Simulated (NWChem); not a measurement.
System: Si₂H₄OF₂; SMILES F[SiH](F)[SiH2]O

NWChem input:

```
start job
memory heap 200 mb stack 900 mb global 1100 mb
geometry units angstroms noautoz
  O      0.640300     2.371383     0.272136
  Si    -0.539130     1.307456    -0.243339
  Si     0.054439    -0.876230     0.383228
  F     -0.959132    -1.941862    -0.299733
  F      1.531610    -1.165205    -0.229335
  H      1.514896     2.267777    -0.115220
  H     -0.732343     1.331432    -1.728286
  H     -1.802869     1.717108     0.427660
  H      0.115852    -1.184478     1.837257
end
basis spherical
  * library 6-31g*
end
dft
  xc n12
  iterations 150
  mulliken
end
task dft energy
```

Excerpt of the output:

```
             Northwest Computational Chemistry Package (NWChem) 7.3.0
             --------------------------------------------------------

 C1  symmetry detected

                             Geometry "geometry" -> ""
                             -------------------------

 Output coordinates in angstroms (scale by  1.889725989 to convert to a.u.)

  No.       Tag          Charge          X              Y              Z
 ---- ---------------- ---------- -------------- -------------- --------------
    1 O                    8.0000     0.56064909     2.36863387     0.18387175
    2 Si                  14.0000    -0.63546927     1.26901972    -0.20195183
    3 Si                  14.0000     0.06859912    -0.88943715     0.39700273
    4 F                    9.0000    -0.97823627    -1.98969432    -0.17124305
    5 F                    9.0000     1.48799096    -1.15411870    -0.34868128
    6 H                    1.0000     1.39703112     2.27897041    -0.28316422
    7 H                    1.0000    -0.96865926     1.26361327    -1.66206447
    8 H                    1.0000    -1.83992021     1.66028233     0.57990633
    9 H                    1.0000     0.27474560    -1.17177566     1.84295477

 Effective nuclear repulsion energy (a.u.)     303.7550413114

                                 NWChem DFT Module
                                 -----------------

 Summary of "ao basis" -> "ao basis" (spherical)
 ------------------------------------------------------------------------------
       Tag                 Description            Shells   Functions and Types
 ---------------- ------------------------------  ------  ---------------------
 O                           6-31g*                  6       14   3s2p1d
 Si                          6-31g*                  8       18   4s3p1d
 F                           6-31g*                  6       14   3s2p1d
 H                           6-31g*                  2        2   2s

            General Information
            -------------------
          SCF calculation type: DFT
          Wavefunction type:  closed shell.
          No. of atoms     :     9
          No. of electrons :    58
           Alpha electrons :    29
            Beta electrons :    29
          Charge           :     0
          Spin multiplicity:     1
          Use of symmetry is: off; symmetry adaption is: off
          Maximum number of iterations: 150
          AO basis - number of functions:    86
                     number of shells:    42
          Convergence on energy requested:  1.00D-06
          Convergence on density requested:  1.00D-05
          Convergence on gradient requested:  5.00D-04

              XC Information
              --------------
                          N12 Method XC Functional
                           N12 Exchange Functional  1.000
                         N12 Correlation Potential  1.000

             Grid Information
             ----------------
          Grid used for XC integration:  medium
          Radial quadrature: Mura-Knowles
          Angular quadrature: Lebedev.
          Tag              B.-S. Rad. Rad. Pts. Rad. Cut. Ang. Pts.
          ---              ---------- --------- --------- ---------
          O                   0.60       49          10.0       434
          Si                  1.10       88          10.0       590
          F                   0.50       49          12.0       434
          H                   0.35       45          11.0       434
          Grid pruning is: on
          Number of quadrature shells:   503
          Spatial weights used:  Erf1

      Superposition of Atomic Density Guess
      -------------------------------------

 Sum of atomic energies:        -853.12656148

      Non-variational initial energy
      ------------------------------

 Total energy =    -854.177905
 1-e energy   =   -1789.700932
 2-e energy   =     631.767986
 HOMO         =      -0.303176
 LUMO         =      -0.004090

     ---------------------------------------------
      Total Density - Mulliken Population Analysis
     ---------------------------------------------

    Atom       Charge   Shell Charges
 -----------   ------   -------------------------------------------------------
    1 O    8     9.04   2.00  0.93  3.15  0.91  2.04  0.01
    2 Si  14    13.37   2.00  2.00  5.97  0.94  1.53  0.32  0.46  0.15
    3 Si  14    12.68   2.00  2.00  5.97  0.88  1.14  0.25  0.25  0.18
    4 F    9     9.62   2.00  0.95  3.47  1.00  2.19  0.01
    5 F    9     9.62   2.00  0.95  3.47  1.00  2.19  0.01
    6 H    1     0.44   0.35  0.09
    7 H    1     1.07   0.47  0.60
    8 H    1     1.06   0.47  0.59
    9 H    1     1.09   0.47  0.62

   convergence    iter        energy       DeltaE   RMS-Dens  Diis-err
 ---------------- ----- ----------------- --------- --------- ---------
 d= 0,ls=0.0,diis     1   -856.0875668247 -1.16D+03  2.29D-02  1.07D+00
 d= 0,ls=0.0,diis     2   -855.9334249267  1.54D-01  1.34D-02  2.69D+00
 d= 0,ls=0.0,diis     3   -856.1953461114 -2.62D-01  2.87D-03  1.29D-01
 d= 0,ls=0.0,diis     4   -856.2052494490 -9.90D-03  1.30D-03  1.41D-02
 d= 0,ls=0.0,diis     5   -856.2064999454 -1.25D-03  4.92D-04  4.35D-03
  Resetting Diis
 d= 0,ls=0.0,diis     6   -856.2068920652 -3.92D-04  1.16D-04  7.73D-05
 d= 0,ls=0.0,diis     7   -856.2069035234 -1.15D-05  3.01D-05  2.19D-06
 d= 0,ls=0.0,diis     8   -856.2069031798  3.44D-07  1.77D-05  6.42D-06
 d= 0,ls=0.0,diis     9   -856.2069037711 -5.91D-07  3.87D-06  1.21D-07

         Total DFT energy =     -856.206903771134
      One electron energy =    -1794.841720948499
           Coulomb energy =      707.938099646216
    Exchange-Corr. energy =      -73.058323780230
 Nuclear repulsion energy =      303.755041311379

 Numeric. integr. density =       57.999985752221

                       DFT Final Molecular Orbital Analysis
                       ------------------------------------

 Vector   27  Occ=2.000000D+00  E=-3.112194D-01
              MO Center=  8.5D-02,  1.1D+00,  1.6D-01, r^2= 4.4D+00
   Bfn.  Coefficient  Atom+Function         Bfn.  Coefficient  Atom+Function
  ----- ------------  ---------------      ----- ------------  ---------------
     4      0.393037  1 O  py                 8      0.264666  1 O  py
    23     -0.239187  2 Si pz                86      0.221996  9 H  s
    85      0.150972  9 H  s                 55     -0.147359  4 F  pz
     3     -0.139289  1 O  px                69     -0.139340  5 F  pz
    82      0.138874  7 H  s                 81      0.134149  7 H  s

 Vector   28  Occ=2.000000D+00  E=-2.844269D-01
              MO Center= -1.2D-01,  1.6D+00, -2.3D-02, r^2= 3.2D+00
   Bfn.  Coefficient  Atom+Function         Bfn.  Coefficient  Atom+Function
  ----- ------------  ---------------      ----- ------------  ---------------
     5      0.454756  1 O  pz                 9      0.314468  1 O  pz
    82      0.230504  7 H  s                 84     -0.222168  8 H  s
    22     -0.210028  2 Si py                23     -0.162863  2 Si pz
    81      0.157112  7 H  s                 83     -0.154030  8 H  s
     6      0.127963  1 O  s                  3      0.107224  1 O  px

 Vector   29  Occ=2.000000D+00  E=-2.390783D-01
              MO Center= -3.4D-02,  6.8D-01,  1.1D-01, r^2= 3.9D+00
   Bfn.  Coefficient  Atom+Function         Bfn.  Coefficient  Atom+Function
  ----- ------------  ---------------      ----- ------------  ---------------
     4      0.307853  1 O  py                40      0.289556  3 Si py
    22     -0.268813  2 Si py                 8      0.228063  1 O  py
    86     -0.209989  9 H  s                  5     -0.203604  1 O  pz
    38      0.186353  3 Si s                 82     -0.185896  7 H  s
     9     -0.159707  1 O  pz                54     -0.160225  4 F  py

 Vector   30  Occ=0.000000D+00  E=-5.160073D-02
              MO Center= -2.0D-01,  5.6D-01,  3.2D-02, r^2= 4.5D+00
   Bfn.  Coefficient  Atom+Function         Bfn.  Coefficient  Atom+Function
  ----- ------------  ---------------      ----- ------------  ---------------
     6      0.493479  1 O  s                 26     -0.466948  2 Si py
    25     -0.423892  2 Si px                43     -0.278997  3 Si px
    44     -0.268976  3 Si py                39     -0.261040  3 Si px
    21     -0.235378  2 Si px                42     -0.235142  3 Si s
    84     -0.206613  8 H  s                 56     -0.200183  4 F  s

 Vector   31  Occ=0.000000D+00  E=-1.471812D-02
              MO Center= -1.4D-01, -2.4D-01,  1.1D-01, r^2= 4.5D+00
   Bfn.  Coefficient  Atom+Function         Bfn.  Coefficient  Atom+Function
  ----- ------------  ---------------      ----- ------------  ---------------
    24      0.584008  2 Si s                 44     -0.572436  3 Si py
    82     -0.550054  7 H  s                 26     -0.471112  2 Si py
    27     -0.406592  2 Si pz                84      0.394176  8 H  s
    42     -0.391461  3 Si s                 86      0.328119  9 H  s
    43      0.324305  3 Si px                45     -0.319660  3 Si pz

 Vector   32  Occ=0.000000D+00  E= 3.264291D-02
              MO Center= -4.8D-01,  5.3D-01,  6.3D-02, r^2= 5.1D+00
   Bfn.  Coefficient  Atom+Function         Bfn.  Coefficient  Atom+Function
  ----- ------------  ---------------      ----- ------------  ---------------
    42      1.561465  3 Si s                 26      0.973117  2 Si py
    24     -0.935626  2 Si s                 44      0.559437  3 Si py
    25     -0.548463  2 Si px                38      0.491935  3 Si s
    86     -0.466977  9 H  s                 27     -0.374401  2 Si pz
    20     -0.343841  2 Si s                 22      0.305359  2 Si py

     ---------------------------------------------
      Total Density - Mulliken Population Analysis
     ---------------------------------------------

[...]
```

Level: N12/6-31G* (spherical d). Coordinates come from a PBE0/def2-SVP optimisation.
